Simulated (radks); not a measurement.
Q: Valence configurations of Ni+ (all share [Ar]). Method: Dirac Kohn-Sham, PBEsol, spin-unpolarised, spherical densities, point nucleus; open shells fill j = l - 1/2 first; computed with a radial shooting solver on a logarithmic mesh with Libxc functionals. Order these by energy: 3d8 4p1; 3d8.5 4p0.5; 3d8 4s1; 3d7.5 4s1 4p0.5; 3d9; 3d7 4p2; 3d7.5 4p1.5; 3d7 4s2.

A: From the lowest, in eV above it: 3d9 0.000; 3d8 4s1 2.968; 3d8.5 4p0.5 3.742; 3d8 4p1 8.605; 3d7.5 4s1 4p0.5 8.738; 3d7 4s2 9.657; 3d7.5 4p1.5 14.734; 3d7 4p2 22.262. NIST lists [Ar] 3d9 as the ground configuration; this level of theory agrees among the configurations tried. The energies are those of spherical spin-averaged densities, not of single terms.
